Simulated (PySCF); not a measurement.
C4H2Cl2Si. Atoms are numbered in the order given.

```xyz
9

C     -2.4935     0.0000     1.7610
C     -1.4950     0.0000     1.0672
Si     0.0000     0.0000     0.0392
Cl     0.0000     1.6673    -1.1540
Cl     0.0000    -1.6673    -1.1540
C      1.4950     0.0000     1.0672
C      2.4935     0.0000     1.7610
H     -3.3780     0.0000     2.3741
H      3.3780     0.0000     2.3741
```

Geometry: PBE0-D3(BJ)/def2-SVP.

Method: CAM-B3LYP/def2-TZVP (PySCF).

Atomic charges (e):

| atom | Mulliken | Löwdin |
|---|---|---|
| C1 | [?] | -0.05 |
| C2 | -0.25 | -0.19 |
| Si3 | [?] | -0.36 |
| Cl4 | [?] | 0.29 |
| Cl5 | [?] | 0.29 |
| C6 | -0.25 | -0.19 |
| C7 | [?] | -0.05 |
| H8 | 0.21 | 0.14 |
| H9 | 0.21 | 0.14 |

Fill in the missing entries. (The exact figures need the calculation; the answer reports its results.)


- C1, Mulliken: -0.10
- Si3, Mulliken: 0.64
- Cl4, Mulliken: -0.19
- Cl5, Mulliken: -0.19
- C7, Mulliken: -0.10

Computed Mayer and Wiberg (Löwdin basis) orders of the bonds:
```
bond     Mayer  Wiberg
-------  -----  ------
C1–C2     2.84    2.98
C2–Si3    1.02    1.13
Si3–Cl4   1.22    1.80
Si3–Cl5   1.22    1.80
Si3–C6    1.02    1.13
C6–C7     2.84    2.98
C1–H8     0.91    0.92
C7–H9     0.91    0.92
```
